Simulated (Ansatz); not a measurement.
Relaxation of GaH5N2O (9 atoms, charge 0, multiplicity 1), to a largest force component of 0.02 eV/Å in at most 40 steps.

The calculation used Ansatz, RKS PBE0/def2-SVP.

```xyz
9
Properties=species:S:1:pos:R:3:forces:R:3
Ga 0.000 0.000 0.000 0.15 -0.02 -2.07
O 0.000 0.000 1.790 -1.85 -0.87 0.53
H -0.909 -0.281 2.127 1.83 0.76 -0.62
N 1.671 0.000 -0.965 -0.49 0.24 0.39
H 2.138 -0.918 -1.217 -0.62 2.02 0.33
H 2.123 0.918 -1.243 -0.49 -2.05 0.38
N -1.671 0.000 -0.965 0.40 -0.09 0.48
H -2.340 -0.816 -0.866 0.89 1.88 -0.41
H -1.920 0.816 -1.594 0.17 -1.87 0.99
```

Task: Where does it end, and by what steps?

Result: The run converged. After 12 steps the energy has fallen by 1.184 eV; H5 moved furthest, 1.20 Å.

| step | energy less start (eV) | largest force component (eV/Å) | accepted |
| --- | --- | --- | --- |
| 0 | 0.0000 | 2.066 | yes |
| 1 | -0.5283 | 2.507 | yes |
| 2 | -0.7546 | 1.683 | yes |
| 3 | -0.9219 | 0.812 | yes |
| 4 | -1.0020 | 0.334 | yes |
| 5 | -1.0356 | 0.218 | yes |
| 6 | -1.0719 | 0.368 | yes |
| 7 | -1.1150 | 0.334 | yes |
| 8 | -1.1533 | 0.237 | yes |
| 9 | -1.1744 | 0.263 | yes |
| 10 | -1.1755 | 0.287 | yes |
| 11 | -1.1832 | 0.035 | yes |
| 12 | -1.1836 | 0.008 | yes |

```xyz
9
Properties=species:S:1:pos:R:3
Ga -0.029 -0.025 -0.093
O 0.036 -0.001 1.694
H -0.820 -0.063 2.126
N 1.559 0.217 -0.928
H 1.709 -0.033 -1.897
H 2.419 0.159 -0.396
N -1.598 -0.273 -0.974
H -2.492 -0.202 -0.505
H -1.692 -0.060 -1.959
```

Whether the end is a true minimum wasn't checked by a vibrational analysis.

Time of the run: 39 s on 2 threads of Arm Neoverse V1, with other jobs on the host, peak memory 0.21 GiB.
